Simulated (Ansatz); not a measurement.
Ansatz results at the PBE0-D4/def2-TZVP geometry: ideal-gas entropy at 298 K and 1 bar (rigid rotor, harmonic PBE0-D4/def2-TZVP) 328 J/(mol·K); HOMO–LUMO gap (B3LYP/def2-TZVPP) 7.67 eV; HOMO energy (B3LYP/def2-TZVPP) -8.18 eV.

Each molecule was computed in one conformer, which needn't be the lowest.

Which molecule gave them?
A. `[GaH2][GaH2]`
B. `OCC#CF`
C. `OB1OC(Br)O1`
D. `N=C([SiH3])[SiH3]`

C. The others give `N=C([SiH3])[SiH3]`: 354, 5.19, -6.79; `[GaH2][GaH2]`: 297, 4.62, -6.88; `OCC#CF`: 308, 7.88, -7.59.

B3LYP here is the variant with VWN-RPA as its local correlation; programs differ in this.
